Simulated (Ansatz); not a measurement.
Consider the substitution at a C–Si bond: `O[SiH2]C(F)[TeH]` + HCl → `FC(Cl)[TeH]` + `O[SiH3]`.

Isolated molecules relaxed with PBE0-D4/def2-TZVP in Ansatz; ΔE leaves out vibrations. CCSD(T)/CBS is the MP2 limit (def2-TZVPP, def2-QZVPP) plus CCSD(T) − MP2 in def2-TZVPP, frozen cores. This one scheme is used for every species. Functionals use def2-TZVPP. B3LYP here is the variant with VWN-RPA as its local correlation; programs differ in this. def2 core potentials past Kr. For Te outer-core shells are correlated without core-valence functions, which leaves a few kJ/mol of doubt a bond. One conformer a species, not always the lowest.

`O[SiH2]C(F)[TeH]`:

Z-matrix (Å, degrees):
```
Si
C 1 1.895
O 1 1.642 2 109.0
H 1 1.489 2 106.8 3 -122.4
H 1 1.480 2 110.7 3 117.0
Te 2 2.160 1 107.3 3 66.8
F 2 1.382 1 112.1 3 -170.4
H 2 1.093 1 112.0 3 -48.0
H 3 0.961 1 115.9 2 -55.9
H 6 1.658 2 94.4 1 -138.4
```

HCl:

Cartesian coordinates in Å:
```
Cl 0.127 -0.443 0.443
H -0.127 0.443 -0.443
```

`FC(Cl)[TeH]`:

Cartesian coordinates in Å:
```
F -1.103 -0.329 1.391
C -0.501 -0.187 0.184
Cl -0.139 -1.774 -0.490
Te 1.252 1.053 0.504
H -1.191 0.304 -0.499
H 1.681 0.933 -1.091
```

`O[SiH3]`:

Z-matrix (Å, degrees):
```
Si
O 1 1.648
H 1 1.489 2 111.7
H 1 1.489 2 111.7 3 120.9
H 1 1.481 2 105.9 3 -119.6
H 2 0.957 1 117.9 3 -60.5
```

```json
{"level": "PBE-D4", "ΔE (kcal/mol)": "15.5"}
{"level": "r2SCAN-D4", "ΔE (kcal/mol)": "15.6"}
{"level": "PBE0-D4", "ΔE (kcal/mol)": "16.0"}
{"level": "B3LYP-D4", "ΔE (kcal/mol)": "15.4"}
{"level": "r2SCAN", "ΔE (kcal/mol)": "15.3"}
{"level": "CCSD/def2-TZVPP", "ΔE (kcal/mol)": "16.2"}
{"level": "SCS-MP2/def2-QZVPP", "ΔE (kcal/mol)": "15.3"}
{"level": "MP2/CBS(def2)", "ΔE (kcal/mol)": "16.6"}
```

What does CCSD(T)/CBS give? (An estimate is asked.)

Computed: +16.6 kcal/mol. The listed levels differ from it by -1.1, -1.0, -0.6, -1.2, -1.3, -0.4, -1.3, 0.0 kcal/mol.

Largest T1 diagnostic among the species: 0.012.

The D4 term adds +1.7 kcal/mol with B3LYP and +1.0 kcal/mol with PBE0; it sums over pairs of atoms, weighted by their polarisabilities, and B3LYP, whose exchange is more repulsive, gets the larger term. In def2-TZVPP, CCSD(T) changes the Hartree–Fock value by +3.3 kcal/mol (the triples alone add +0.1 kcal/mol) and MP2 by +3.2 kcal/mol.
